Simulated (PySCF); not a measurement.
Gas-phase equilibrium of 1 mol ZnCl2, 1.1 mol H2O at 2500 K and 0.00133 bar, among 18 species (ClO, O2, HCl, O, HO2, Zn, H2O, H, Zn(OH)2, HOCl, H2O2, O3, H2, ZnH2, ZnCl2, Cl, Cl2, OH). Only gases are allowed; each row takes one source of thermochemistry for all species, and Cantera finds the minimum.

Method: PySCF energies plus ideal-gas RRHO corrections (1 bar). † marks an energy on the PBE0/def2-TZVP geometry and frequencies; other levels use their own. Open shells (unrestricted) among the columns below: O2 (multiplicity 3), O (multiplicity 3, electronic degeneracy 9), H (multiplicity 2), Cl (multiplicity 2, electronic degeneracy 6), OH (multiplicity 2, electronic degeneracy 4); the rest are closed-shell singlets. Spin-orbit splitting is ignored; it lowers the true energy and changes the entropy of O, Cl, OH. B3LYP is the form with VWN-RPA correlation. Zn: all electrons, no relativistic terms. The harmonic model lacks anharmonicity and excited electronic states, which grow with temperature; levels with a mode under 35 cm⁻¹ are left out.

Molecules larger than those listed are left out. Table species left out: Zn+.

With B3LYP/def2-TZVP† thermochemistry: Cl 0.32, H 0.17, Zn 0.20, HCl 0.082, O2 0.049, O 0.070, H2 0.060, OH 0.034, H2O 0.019.

Question: How far does the composition move with the other sources (PBE/def2-SVP, PBE/def2-TZVP†, PBE0/def2-QZVP†, PBE0/def2-SVP†, ωB97M-V/def2-TZVP†)?

Answer: 
```json
[
 {"thermochemistry": "B3LYP/def2-TZVP†", "x Cl": "0.32", "x H": "0.17", "x Zn": "0.20", "x HCl": "0.082", "x O2": "0.049", "x O": "0.070", "x H2": "0.060", "x OH": "0.034", "x H2O": "0.019"},
 {"thermochemistry": "PBE/def2-SVP", "x Cl": "0.29", "x H": "0.25", "x Zn": "0.20", "x HCl": "0.11", "x O2": "0.10", "x O": "0.0080", "x H2": "0.032", "x OH": "0.0052", "x H2O": "0.0046"},
 {"thermochemistry": "PBE/def2-TZVP†", "x Cl": "0.28", "x H": "0.22", "x Zn": "0.20", "x HCl": "0.13", "x O2": "0.094", "x O": "0.013", "x H2": "0.034", "x OH": "0.012", "x H2O": "0.012"},
 {"thermochemistry": "PBE0/def2-QZVP†", "x Cl": "0.29", "x H": "0.20", "x Zn": "0.20", "x HCl": "0.11", "x O2": "0.050", "x O": "0.066", "x H2": "0.028", "x OH": "0.032", "x H2O": "0.023"},
 {"thermochemistry": "PBE0/def2-SVP†", "x Cl": "0.30", "x H": "0.25", "x Zn": "0.19", "x HCl": "0.082", "x O2": "0.065", "x O": "0.057", "x H2": "0.028", "x OH": "0.017", "x H2O": "0.0078"},
 {"thermochemistry": "ωB97M-V/def2-TZVP†", "x Cl": "0.29", "x H": "0.17", "x Zn": "0.20", "x HCl": "0.12", "x O2": "0.048", "x O": "0.073", "x H2": "0.042", "x OH": "0.031", "x H2O": "0.025"}
]
```
The most sensitive of these is O: it spans a factor of 10^1.0 over these rows; at this temperature one factor of ten is RT ln 10 = 48 kJ/mol.
